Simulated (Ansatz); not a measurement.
`[CH3][GeH]([F])[Cl]` and `[CH3][GeH]([SiH3])[Cl]` differ in one atom or group.

Ansatz, PBE0-D4/def2-TZVP geometries, multiplicity 1. 

Scalar relativity is left out up to krypton.

```
                                      property  `[CH3][GeH]([F])[Cl]`
       HOMO–LUMO gap (ωB97M-V/def2-TZVPP) / eV                  13.27
size of the dipole moment (PBE/def2-TZVPP) / D                   2.81
zero-point energy (PBE0-D4/def2-TZVP) / kJ/mol                  127.1
          HOMO–LUMO gap (PBE0/def2-TZVPP) / eV                   9.09
            LUMO energy (PBE0/def2-TZVPP) / eV                   0.19
           HOMO energy (B3LYP/def2-TZVPP) / eV                  -8.64
```

Problem. Give the same properties after the change, and the shifts. (Estimate.)

Solution. Ansatz gave: 
| property | `[CH3][GeH]([SiH3])[Cl]` | shift |
| --- | --- | --- |
| HOMO–LUMO gap (ωB97M-V/def2-TZVPP) / eV | 11.44 | -1.83 |
| size of the dipole moment (PBE/def2-TZVPP) / D | 2.32 | -0.49 |
| zero-point energy (PBE0-D4/def2-TZVP) / kJ/mol | 185.9 | 58.8 |
| HOMO–LUMO gap (PBE0/def2-TZVPP) / eV | 7.54 | -1.55 |
| LUMO energy (PBE0/def2-TZVPP) / eV | -0.38 | -0.57 |
| HOMO energy (B3LYP/def2-TZVPP) / eV | -7.69 | 0.95 |

With PBE0 the HOMO rises by 0.98 eV and the LUMO falls by 0.57 eV, so the gap narrows by about 1.55 eV. PBE moves the HOMO by 0.77 eV and ωB97M-V by 1.16 eV. The zero-point energy changes by 58.8 kJ/mol with +9 modes. Dipoles are sizes alone; their direction can turn.

B3LYP here is the variant with VWN-RPA as its local correlation; programs differ in this.
